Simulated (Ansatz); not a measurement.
Mo, septet (core potentials on Mo).

Ansatz (a program for electronic structure) was given this input:
Ansatz 0.2 input:
```yaml
crystal:
  periodic: [false, false, false]
  atoms:
    - {symbol: Mo, position_ang: [0.00000000, 0.00000000, 0.00000000]}
basis:
  gaussian:
    orbitals: def2-TZVP
hamiltonian:
  xc: {name: B97M-V}
magnetization: {spin_polarized: true, initial_magnetization: 6}
```

Problem. What does this run give for the <S^2>, total energy, number of basis functions?

Solution. 
* **<S^2>**: 12.000
* **total energy**: -68.1214 Eh
* **number of basis functions**: 40
